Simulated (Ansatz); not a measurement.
Species: sum formula H$_{9}$Si$_{2}$N$_{2}$O, net charge 1, singlet state. It need not be the lowest isomer of its formula. 
Coordinates optimised at B3LYP-D3(BJ)/def2-TZVP (Ansatz, a program for electronic structure):
SMILES: N[SiH2][OH+][SiH2]N
```xyz
14

N     -2.3560     0.6095    -1.4748
Si    -1.6781    -0.0998    -0.1153
O      0.1087     0.0695    -0.3241
Si     1.4795    -0.5947     0.6372
N      2.6244     0.6086     0.8378
H     -2.7478     1.5392    -1.4698
H     -2.6127     0.0922    -2.3022
H     -1.8116    -1.5565    -0.0428
H     -1.9181     0.6506     1.1190
H      0.3455     0.6308    -1.0808
H      0.7103    -0.9595     1.8309
H      1.9792    -1.6856    -0.2013
H      2.5888     1.3158     1.5561
H      3.4999     0.6138     0.3369
```
Charge +1, spin multiplicity 1.

Total electronic energies in hartree. Correlated levels leave the core frozen unless marked. No spin-orbit coupling. No relativistic terms. CBS(X,Y): correlation extrapolated as X^-3; Hartree-Fock from the larger set.

| level | program | energy (Eh) |
|---|---|---|
| HF/cc-pV(D+d)Z | Ansatz | -766.79293 |
| HF/cc-pV(T+d)Z | Ansatz | -766.89599 |
| HF/cc-pVTZ | Ansatz | -766.88617 |
| RI-HF/cc-pV(Q+d)Z | Ansatz | -766.91928 |
| SVWN5/def2-TZVPD | Ansatz | -765.31239 |
| PBE-D3(BJ)/def2-TZVPD | Ansatz + dftd3 | -768.59024 |
| BLYP/def2-TZVPD | Ansatz | -769.04405 |
| revPBE-D4/def2-TZVPD | Ansatz + dftd4 | -768.94574 |
| PBE0/def2-SVP | Ansatz | -768.21309 |
| PBE0-D3(BJ)/def2-TZVP | Ansatz + dftd3 | -768.65936 |
| PBE0/def2-TZVP | Ansatz | -768.64963 |
| BHLYP/def2-TZVPD | Ansatz | -769.01624 |
| CAM-B3LYP-D3(BJ)/def2-TZVPD | Ansatz + dftd3 | -769.06340 |
| B2GP-PLYP-D3(BJ)/def2-TZVPD | Ansatz + dftd3 | -768.62068 |
| B2GP-PLYP/def2-TZVPD | Ansatz | -768.61277 |
| MP2/STO-3G | Ansatz | -757.94072 |
| MP2/6-31G* | Ansatz | -767.38592 |
| SCS-MP2/STO-3G | Ansatz | -757.95893 |
| CCSD/6-31G | Ansatz | -767.05312 |
| CCSD/CBS(cc-pV(T+d)Z,cc-pV(Q+d)Z) | Ansatz | -767.9772 |
| CCSD(T)/cc-pV(D+d)Z | Ansatz | -767.59395 |
| CCSD(T)/cc-pwCVTZ | Ansatz | -767.90350 |
| CCSD(T)/CBS(cc-pV(T+d)Z,cc-pV(Q+d)Z) | Ansatz | -768.0176 |

Totals of different functionals don't rank their quality; only differences between species are comparable.
